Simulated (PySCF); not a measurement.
# Gas-phase XPS of `[SiH3][SiH2][GeH3]`, computed

GeH8Si2.
Bonds: Si1–Si2, Si2–Ge3. Hydrogens: H4, H5, H6 on Si1; H7, H8 on Si2; H9, H10, H11 on Ge3.

Theory: delta-SCF UKS SCAN, pcX-2 on the ionised atom, pcseg-1 elsewhere, spin-free X2C in PySCF. These are vertical core ionisation energies against the vacuum level, from separate self-consistent calculations with and without the core hole.

Q: List the computed XPS lines with their assignment.

A: 
```csv
atom(s),bonded to,level,binding energy (eV),2p1/2 (eV),above the level's lowest (eV),count
Si1,3 H and Si,Si 1s,1846.26,–,+0.25,1
Si2,"2 H, Ge and Si",Si 1s,1846.01,–,0.00,1
Si1,3 H and Si,Si 2p3/2,106.56,107.18,+0.24,1
Si2,"2 H, Ge and Si",Si 2p3/2,106.32,106.95,0.00,1
```

The listed Si 1s values span 0.25 eV, from Si2 (bonded to 2 H, Ge and Si) to Si1 (bonded to 3 H and Si). Summing the Pauling electronegativity differences to the bonded atoms, each weighted by its formal bond order, gives +0.71 for the lowest site and +0.90 for the highest.

The 2 Si 2p3/2 values lie within 0.24 eV of each other.

Q: Which photon energy gives electrons from Si 1s of Si1 a kinetic energy of 150 eV, and what is their de Broglie wavelength?

A: hν = 1846.26 + 150 = 1996.26 eV, recoil neglected; λ = 12.264 Å/√(E/eV) = 1.00 Å.

The 2p values aren't plain energy differences: one relaxed spin-free 2p hole is combined with a matrix within the shell (ground-state 2p orbital-energy differences and spin–orbit coupling). 2p3/2, the mean of its two sublevels, lies a third of the splitting below the shell's mean and 2p1/2 two thirds above it; the statistical areas are 2:1. 2p1/2 minus 2p3/2 (ligand field included): Si 0.62 eV. No level of germanium is listed. Geometry: PBE0-D3(BJ)/def2-SVP; no solvent, vibrations or thermal averaging.

On an Arm Neoverse V1 with one thread, shared host, this took 21 s of wall time and 0.43 GiB of memory at its peak.
